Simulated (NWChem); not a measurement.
System meant: SiHBr, singlet; SMILES [SiH]Br

NWChem input:

```
start job
memory heap 200 mb stack 900 mb global 1100 mb
geometry units angstroms noautoz
  Si     0.100618    -1.579925     0.000000
  H     -1.442655    -1.747775     0.000000
  Br     0.017377     0.688758     0.000000
end
basis spherical
  * library def2-svp
end
dft
  odft
  mult 2
  xc pbe0
  iterations 150
  mulliken
end
task dft energy
```

End of the output:

```
 Summary of "ao basis" -> "" (spherical)
 ------------------------------------------------------------------------------
       Tag                 Description            Shells   Functions and Types
 ---------------- ------------------------------  ------  ---------------------
 *                          def2-svp                  on all atoms

                                 NWChem DFT Module
                                 -----------------

 Summary of "ao basis" -> "ao basis" (spherical)
 ------------------------------------------------------------------------------
       Tag                 Description            Shells   Functions and Types
 ---------------- ------------------------------  ------  ---------------------
 Si                         def2-svp                 8       18   4s3p1d
 H                          def2-svp                 3        5   2s1p
 Br                         def2-svp                12       32   5s4p3d

 Summary of "ao basis" -> "ao basis" (spherical)
 ------------------------------------------------------------------------------
       Tag                 Description            Shells   Functions and Types
 ---------------- ------------------------------  ------  ---------------------
 Si                         def2-svp                 8       18   4s3p1d
 H                          def2-svp                 3        5   2s1p
 Br                         def2-svp                12       32   5s4p3d

      Symmetry analysis of basis
      --------------------------

        a'         39
        a"         16

  number of electrons :                   50
  multiplicity        :                    2
 ------------------------------------------------------------------------
  no. of electrons and multiplicity not compatible                  50
 ------------------------------------------------------------------------
 ------------------------------------------------------------------------
  current input line :
    18: task dft energy
 ------------------------------------------------------------------------
 ------------------------------------------------------------------------
 There is an error in the input file
 ------------------------------------------------------------------------
 For more information see the NWChem manual at https://nwchemgit.github.io

0: no. of electrons and multiplicity not compatible:Received an Error in Communication
```

### Question
Can this run be used? If not, why, and what is the fix?

### Answer
The program refused the input. Cause: the multiplicity doesn't fit the number of electrons (an even count wants an odd multiplicity, and the reverse). This input runs:
```
start job
memory heap 200 mb stack 900 mb global 1100 mb
geometry units angstroms noautoz
  Si     0.100618    -1.579925     0.000000
  H     -1.442655    -1.747775     0.000000
  Br     0.017377     0.688758     0.000000
end
basis spherical
  Si library def2-svp
  H library def2-svp
  Br library def2-svp
end
dft
  xc pbe0
  iterations 150
  mulliken
end
task dft energy
```
It converges to -2863.40744 Ha (PBE0/def2-SVP).
